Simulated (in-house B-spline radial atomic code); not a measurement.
Ag is squeezed into an impenetrable sphere of radius R (the orbitals vanish at R). No spin polarisation. Level of theory: non-relativistic Hartree-Fock, average of configuration, point nucleus; calculated with a radial B-spline atomic code at the basis-set limit.

Energies in eV above the free atom in [Kr] 4d10 5s1:

```tsv
R (bohr)	highest level (eV)	[Kr] 4d10 5s1	[Kr] 4d9 4f1 5s1	[Ar] 3d9 4s2 4p6 4d10 4f1 5s1	-dE/dV in [Kr] 4d10 5s1 (GPa)
9.38	-5.95	0.03923	14.62	385.6	0.037
5.66	-4.79	1.311	24.25	395.3	3.5
5.25	-4.19	1.989	26.92	397.9	6.47
4.27	-0.993	6.017	37.48	408.4	35.1
3.52	5.98	16.55	55.22	425.4	170
3.03	16.7	35.87	80.58	449.5	569
2.54	40.8	87.98	140.2	506.2	2330
2.12	89	216.8	277	638.2	9650
1.71	204	609.5	678.5	1033	49000
1.53	304	1015	1087	1441	110000
```

(1) Does [Kr] 4d9 4f1 5s1 fall below [Kr] 4d10 5s1 under compression?

(2) Does [Ar] 3d9 4s2 4p6 4d10 4f1 5s1 fall below [Kr] 4d10 5s1 under compression?

The highest level is first positive in the row R = 3.52 bohr, pushed up by confinement above the zero of the free ion's potential. Each configuration is held fixed and needn't be the lowest in the sphere.

Results:

(1) No, it stays above over the whole range.

(2) No, it stays above over the whole range.
